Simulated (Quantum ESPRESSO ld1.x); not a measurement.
Coherent X-ray form factor from a spherical all-electron density. All-electron calculation, non-relativistic Kohn-Sham, LDA (Slater exchange, Perdew-Wang correlation), spin-polarised, spherical densities, point nucleus, Perdew-Zunger self-interaction correction. Program: ld1.x of Quantum ESPRESSO 7.5.

| sin(theta)/lambda (1/angstrom) | f0 (electrons) |
|---|---|
| 0.05 | 38.874 |
| 0.1 | 36.382 |
| 0.15 | 33.736 |
| 0.2 | 31.302 |
| 0.25 | 29.067 |
| 0.3 | 27.019 |
| 0.4 | 23.539 |
| 0.5 | 20.821 |
| 0.6 | 18.612 |
| 0.8 | 14.896 |
| 1 | 11.781 |
| 1.25 | 8.919 |
| 1.5 | 7.160 |
| 2 | 5.470 |

The species is in the configuration that NIST lists as its ground one. Which atom or ion scatters so?

Answer. Neutral zirconium, [Kr] 4d2 5s2. Extrapolating in s^2 from the first two rows gives f0(0) = 39.7, near the electron count 40; among species with that count, the fall with angle is slower the higher Z, and the table is that of Z = 40; from so few rows the species is fixed only to a neighbour or two.
